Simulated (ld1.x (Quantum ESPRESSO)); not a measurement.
**Before and after: PAW potential for Hf**

ld1.x (Quantum ESPRESSO) 7.5 input, shortened:

```
&input
   title='Hf', zed=72., rel=1, dft='PBE', iswitch=3,
   config='[Xe] 4f14 5d2 5f-2 6s0 6p0'
 /
 &inputp
   pseudotype=3, lpaw=.true., tm=.true., lloc=-2, rcloc=2.00,
   nlcc=.true., new_core_ps=.true., rcore=1.95,
   which_augfun='BESSEL', rmatch_augfun=1.50
 /
7
5S  1  0   2.00   0.00  1.65  1.90  0.0
6S  2  0   0.00   0.00  1.65  1.90  0.0
5P  2  1   6.00   0.00  1.75  2.10  0.0
6P  3  1   0.00   0.00  1.75  2.10  0.0
5D  3  2   2.00   0.00  1.65  2.05  0.0
5D  3  2   0.00   1.65  1.65  2.05  0.0
5F  4  3  -2.00  -0.15  1.80  2.45  0.0
 &test
   configts(1)='5s2 5p6 5d2 6s0 6p0'
 /
```

Change: waves 5p (bound): rcut 1.75, rcutus 3.20 bohr; 6p (bound): rcut 1.75, rcutus 3.20 bohr.

Cutoffs: the cutoffs (Ry, on a coarse ladder) from which the occupation-weighted sum of valence levels, in a spherical-Bessel basis at the reference potential, stays within 10 and 1 mRy of its value at 400 Ry; they do not see the model core or the augmentation charge, which bear on the density cutoff. Errors are all-electron minus pseudo energies relative to the spin-unpolarised reference configuration.

Q: What does the change do?

A: The potential gets softer (21 Ry and 35 Ry → 21 Ry and 30 Ry); the number of tests that count goes from 7 to 5; of the 5 tests that both files solve, the error grows in 3 and shrinks in 1 by more than 15 % and 0.3 meV (median size 4.8 → 32.2 meV); neither file shows a bound ghost at the reference potential, the only one tested. A larger radius leaves more room for a smooth pseudo-wave, so fewer plane waves are needed.

```csv
quantity,base,changed
"cutoff, loose",21 Ry,21 Ry
"cutoff, tight",35 Ry,30 Ry
loose cutoff by channel (10 mRy a level),"s 12 Ry, p 15 Ry, d 18 Ry","s 12 Ry, p 6 Ry, d 18 Ry"
bound ghosts,none,none
"tests counted (converged, no solver errors)",7 of 7,5 of 7
"error for 5s2 5p6 5d2 6s2 6p0, meV [ΔE -22.16 eV]",+4.8,+46
"error for 5s2 5p6 5d2 6s1 6p0, meV [ΔE -14.18 eV]",+2.8,+18
"error for 5s2 5p6 5d1 6s0 6p0, meV [ΔE 21.79 eV]",-40,-37
"error for 5s2 5p6 5d3 6s0 6p0, meV [ΔE -12.17 eV]",-13,-4.6
"error for 5s2 5p6 5d2 6s1.5 6p0, meV [ΔE -18.90 eV]",+3.7,+32
lowest overlap eigenvalue by channel,"s 0.08, p 0.10, d 0.47, f 1.00","s 0.08, p 0.65, d 0.47, f 1.00"
```

Changed file: Tests not counted: 5s2 5p6 5d2 6s1 6p1 (solver errors, printed error -2.1 eV); 5s2 5p6 5d2 6s0 6p1 (solver errors, printed error -2.4 eV). These tests converged, but a pseudo level misses the all-electron one widely, so the file describes the atom poorly there or has found another state: 5s2 5p6 5d1 6s0 6p0: empty 6p by 13.5 eV.
